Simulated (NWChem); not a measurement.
Molecule: CH4MgS; SMILES C[S][MgH]

```xyz
7

Mg    -0.2628    -1.6456     0.0325
H     -0.8691    -3.1988     0.3878
S      0.6183     0.4500    -0.4709
C     -0.7569     1.6077    -0.0367
H     -0.3950     2.6305    -0.2564
H     -1.0204     1.5641     1.0381
H     -1.6646     1.4304    -0.6459
```
Atoms are numbered in this order, from 1.

The geometry was optimised at PBE-D3(BJ)/def2-SVP.

 Unshifted, non-relativistic core excitations; the lowest 4 roots alone, so stronger bands may lie above.

Q: List the first C K-edge excitations from PBE0/6-311G** (spherical d), restricted-window TDA (NWChem).

A: 
```csv
state,energy (eV),dipole oscillator strength,leading excitation (squared amplitude)
S1,276.7,0.0037,1s of atom 4 or its equivalents → LUMO (0.94)
S2,277.0,0.0121,1s of atom 4 or its equivalents → LUMO+1 (0.88)
S3,277.4,0.0017,1s of atom 4 or its equivalents → LUMO+2 (0.98)
S4,278.5,0.0169,1s of atom 4 or its equivalents → LUMO+3 (0.70)
```
